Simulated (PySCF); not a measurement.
# Worked example: entropy of an ideal gas

boroxine (B3H3O3), SMILES B1OBOBO1.

Coordinates come from a ωB97X-D3(BJ)/def2-SVP optimisation.

ωB97X-D3(BJ)/def2-SVP in PySCF gives the harmonic wavenumbers 211, 211, 390, 539, 539, 820, 924, 924, 928, 1006, 1006, 1014, 1124, 1199, 1245, 1245, 1446, 1446, 2694, 2694, 2710 cm⁻¹ and the rotational temperatures 0.2815, 0.2815, 0.1408 K. The molar mass is 83.45 g/mol, the symmetry number 6, the spin multiplicity 1.

### Question
Work out the entropy at 298.15 K and 1 atm in the rigid-rotor, harmonic-oscillator model.

### Answer

Translation (Sackur–Tetrode at 1 atm): S = R[1.5 ln M + 2.5 ln T − 1.16487] = 163.9 J/(mol K).
Rotation: q = (√π/σ) T^1.5/√(θA θB θC) = 14400, S = R[ln q + 3/2] = 92.1 J/(mol K).
Vibration: with u = 1.4388 ν/T, each mode gives R[u/(e^u − 1) − ln(1 − e^−u)]:
| ν (cm⁻¹) | modes | u | S (J/(mol K)) |
|---|---|---|---|
| 211 | 2 | 1.02 | 17.03 |
| 390 | 1 | 1.88 | 4.18 |
| 539 | 2 | 2.60 | 4.75 |
| 820 | 1 | 3.96 | 0.80 |
| 924 | 2 | 4.46 | 1.06 |
| 928 | 1 | 4.48 | 0.52 |
| 1006 | 2 | 4.85 | 0.76 |
| 1014 | 1 | 4.89 | 0.37 |
| 1124 | 1 | 5.42 | 0.24 |
| 1199 | 1 | 5.79 | 0.17 |
| 1245 | 2 | 6.01 | 0.29 |
| 1446 | 2 | 6.98 | 0.12 |
The stiffer modes add less than 0.005 each. Sum 30.3 J/(mol K).
Spin: R ln 1 = 0.0 J/(mol K).
Total 286.3 J/(mol K); the program's own thermochemistry gives 286.3. Translation makes up 57 % and vibration 11 %. Anharmonicity, hindered rotation and orbital degeneracy are left out.
